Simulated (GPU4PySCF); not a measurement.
C8H12CuN4, SMILES CC#[N]->[Cu+](<-[N]#CC)(<-[N]#CC)<-[N]#CC, charge +1, multiplicity 1.

Geometry: PBE0-D3(BJ)/def2-TZVP. The spin state was assumed, not searched. The isomer is the one that the SMILES or the coordinates give; other isomers of the formula were not compared.

Two levels are set side by side: TDDFT-PBE/def2-SVPD (GPU4PySCF) and TDDFT-M06-2X/def2-SVPD (GPU4PySCF). Vertical, same geometry. The lowest singlet is HOMO→LUMO+1 47 %, HOMO−1→LUMO 45 % with PBE and HOMO→LUMO+5 20 %, HOMO−1→LUMO+4 19 %, HOMO−1→LUMO+1 15 %, HOMO→LUMO+2 12 % with the other functional; states are paired by order. Differences are taken from unrounded values.

```json
[
 {"quantity": "lowest singlet excitation (eV)", "TDDFT-M06-2X": "6.30"},
 {"quantity": "lowest triplet excitation (TDA) (eV)", "TDDFT-M06-2X": "6.02"}
]
```

Problem. What does TDDFT-PBE give, and how far is it from TDDFT-M06-2X? (An estimate is asked for; the answer gives what the named calculation found.)

Solution. 
| quantity | TDDFT-PBE | TDDFT-PBE minus TDDFT-M06-2X |
|---|---|---|
| lowest singlet excitation (eV) | 4.20 | -2.09 |
| lowest triplet excitation (TDA) (eV) | 3.95 | -2.07 |

Functionals without exact exchange tend to place singlet excitations lower, as here. Differences between two approximate levels are no errors against the true value.
